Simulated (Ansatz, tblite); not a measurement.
Isomers of TaSe2⁺ (singlet), found by a short tight-binding search and relaxed with r2SCAN-D4/def2-TZVP in Ansatz.

In the def2 sets Ta takes a core potential; there is no spin–orbit coupling. The xTB rows come from tblite. LC-ωPBE has ω = 0.4 bohr⁻¹.

Run but left out: HF/def2-TZVPP, MP2/def2-TZVPP, CCSD/def2-TZVPP, CCSD(T)/def2-TZVPP (A: restricted singlet, unstable towards broken spin symmetry).

B: The restricted singlet is unstable towards broken spin symmetry in Hartree–Fock (as tested in another run); at PBE-D4/def2-TZVP, r2SCAN-D4/def2-TZVP, PBE0-D4/def2-TZVP, CAM-B3LYP-D4/def2-TZVP and others this wasn't settled.

Other spin states were run for one of them alone.

A:

```
atom   x (Å)   y (Å)   z (Å)
 Ta1  -0.048  -0.876   0.250
 Se2   1.796   0.265  -0.391
 Se3  -1.748   0.611   0.140
```

B:

```xyz
3

Ta    1.088   -0.140    0.834
Se    0.165    0.439   -1.280
Se   -1.253   -0.299    0.446
```

Estimate which lies lowest at each level, and how far above it the others are (eV).


| level | A | B |
| --- | --- | --- |
| GFN1-xTB | 0.00 | 0.19 |
| GFN2-xTB | 0.00 | 0.50 |
| PBE-D4/def2-TZVP | 0.00 | 1.36 |
| r2SCAN-D4/def2-TZVP | 0.00 | 1.52 |
| PBE0-D4/def2-TZVP | 0.00 | 1.28 |
| CAM-B3LYP-D4/def2-TZVP | 0.00 | 1.20 |
| LC-ωPBE/def2-TZVP | 0.00 | 1.13 |
Point groups (tolerance 0.1 Å): A C2v, B C2v. Lower isomers may exist.
